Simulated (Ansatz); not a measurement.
Geometry optimisation, RKS B3LYP/def2-SVP (Ansatz 0.2.0).

input.yaml

```yaml
crystal:
  periodic: [false, false, false]
  atoms:
    - { symbol: "N", position_ang: [-0.9972, 0.2862, 1.8984] }
    - { symbol: Ge, position_ang: [-0.6505, -1.0884, 0.7412] }
    - { symbol: C, position_ang: [-0.2478, -0.4005, -1.0129] }
    - { symbol: O, position_ang: [-0.8155, -0.7092, -1.9675] }
    - { symbol: Si, position_ang: [1.2159, 0.7334, -1.2261] }
    - { symbol: H, position_ang: [-1.7886, 0.9119, 1.4163] }
    - { symbol: H, position_ang: [-0.166, 0.9344, 1.9342] }
    - { symbol: H, position_ang: [0.6046, -1.8561, 1.2927] }
    - { symbol: H, position_ang: [-1.8703, -2.0091, 0.6804] }
    - { symbol: H, position_ang: [0.9895, 1.9549, -0.3855] }
    - { symbol: H, position_ang: [2.4309, 0.0742, -0.7276] }
    - { symbol: H, position_ang: [-1.12374, 0.24281, -0.92942] }
basis:
  gaussian: { orbitals: def2-SVP }
hamiltonian:
  xc: b3lyp
relax:
  f_tol: 0.02
  max_steps: 50
output:
  orbitals: {}
```

Run as:

```bash
$ ansatz run input.yaml --threads 2 --pin off --max-ram 3072MiB --backend cpu --events-out ev --progress --plain --runs-dir out
```

Problem. Where does it end, and by what steps?

Solution. The run converged. After 44 steps the energy has fallen by 6.766 eV; H12 moved furthest, 1.56 Å. The start is strongly strained (largest force component 13 eV/Å), so its close contacts needn't be bonds. Parted: Ge2–C3 (1.93 → 3.58 Å). Joined: Ge2–Si5 (3.27 → 2.43 Å).

| step | energy less start (eV) | largest force component (eV/Å) | accepted |
| --- | --- | --- | --- |
| 0 | 0.0000 | 12.960 | yes |
| 2 | -3.0331 | 3.541 | yes |
| 4 | -4.2985 | 3.838 | yes |
| 6 | -5.0319 | 1.592 | yes |
| 8 | -5.7845 | 0.816 | yes |
| 10 | -6.4694 | 1.240 | yes |
| 12 | -6.6998 | 0.333 | yes |
| 14 | -6.7135 | 0.487 | no |
| 16 | -6.7384 | 0.043 | yes |
| 18 | -6.7404 | 0.092 | yes |
| 20 | -6.7406 | 0.134 | no |
| 22 | -6.7422 | 0.133 | yes |
| 24 | -6.7445 | 0.336 | yes |
| 26 | -6.7423 | 0.492 | no |
| 28 | -6.7508 | 0.331 | yes |
| 30 | -6.7550 | 0.343 | yes |
| 32 | -6.7504 | 1.010 | no |
| 34 | -6.7606 | 0.121 | yes |
| 36 | -6.7640 | 0.061 | yes |
| 38 | -6.7649 | 0.064 | yes |
| 40 | -6.7654 | 0.074 | no |
| 42 | -6.7658 | 0.053 | yes |
| 44 | -6.7658 | 0.014 | yes |

```xyz
12
Properties=species:S:1:pos:R:3
N -1.230 0.269 2.229
Ge -0.015 -0.820 1.345
C -0.620 0.228 -2.024
O -1.048 -0.700 -2.672
Si 0.841 0.023 -0.764
H -2.118 0.385 1.743
H -0.875 1.194 2.465
H 1.170 -1.026 2.315
H -0.738 -2.161 1.099
H 1.480 1.361 -0.558
H 1.833 -0.926 -1.346
H -1.098 1.248 -2.118
```

The run took 2.1 min on 2 threads of Intel(R) Xeon(R) 6975P-C (Granite Rapids) (shared host), peak memory 0.36 GiB.
